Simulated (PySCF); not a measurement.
Molecule: `CO[C@@]12C=C[C@@H]1C=C2F`, C7H7FO.

Cartesian coordinates in Å; atom numbers follow the order of the lines, from 1:
```xyz
16

C     2.0914   -1.1608    0.0596
O     1.1814   -0.5100   -0.8072
C     0.0740    0.0076   -0.1565
C     0.1763    1.2953    0.6605
C    -0.7970    1.9023   -0.0084
C    -1.0766    0.7314   -0.9287
C    -2.0154   -0.2980   -0.3293
C    -1.0379   -0.9088    0.3277
F    -0.9957   -1.9314    1.1885
H     2.8944   -1.5313   -0.5742
H     2.5012   -0.4651    0.7988
H     1.6188   -2.0001    0.5789
H     0.8067    1.5594    1.4874
H    -1.2879    2.8530    0.0748
H    -1.0614    0.8733   -2.0005
H    -3.0799   -0.4079   -0.3830
```

Frames of a GFN2-xTB Langevin trajectory at 600 K; GIAO PBE0/pcSseg-1 shieldings in PySCF 2.14, gas phase, non-relativistic; equivalent atoms averaged within each frame.

Chemical shifts δ = σref − σ; TMS for ¹³C (σ = 186.93 ppm), ¹H (σ = 31.72 ppm); ¹⁷O (σ = 336.08 ppm) against H2O; ¹⁹F (σ = 170.95 ppm) against CFCl3, all at this level. The references are static minima.

How do the shifts (ppm) fluctuate along the trajectory?

Results:


| time (fs) | C8 | C5 | C4 | C7 | C3 | C1 | C6 | O2 | F9 | H14 |
| --- | --- | --- | --- | --- | --- | --- | --- | --- | --- | --- |
| optimised geometry | 179.4 | 159.2 | 150.0 | 122.3 | 97.2 | 57.8 | 48.1 | 40.9 | -89.4 | 7.20 |
| 250 | 178.0 | 161.7 | 156.0 | 124.9 | 99.9 | 79.3 | 52.9 | 65.3 | -95.4 | 7.96 |
| 425 | 186.5 | 164.4 | 158.2 | 150.0 | 111.8 | 51.5 | 46.7 | 33.5 | -81.4 | 7.88 |
| 625 | 191.5 | 179.0 | 160.5 | 144.3 | 84.9 | 48.8 | 49.7 | 16.8 | -57.5 | 7.84 |
| 800 | 180.3 | 166.7 | 148.4 | 117.6 | 107.3 | 64.9 | 59.0 | 36.3 | -102.9 | 7.54 |
| 1000 | 185.4 | 155.4 | 150.9 | 133.4 | 96.8 | 52.3 | 44.5 | 22.9 | -85.7 | 8.74 |
| mean of frames | 184.3 | 165.4 | 154.8 | 134.0 | 100.1 | 59.3 | 50.6 | 35.0 | -84.6 | 7.99 |
| standard deviation | 5.3 | 8.7 | 5.0 | 13.4 | 10.4 | 12.8 | 5.7 | 18.7 | 17.3 | 0.45 |

5 frames give an uncertainty of the mean of about the standard deviation over 2.2 at best, since frames this close in time may not be independent; classical motion lacks zero-point vibration, and the reference would need the same averaging.
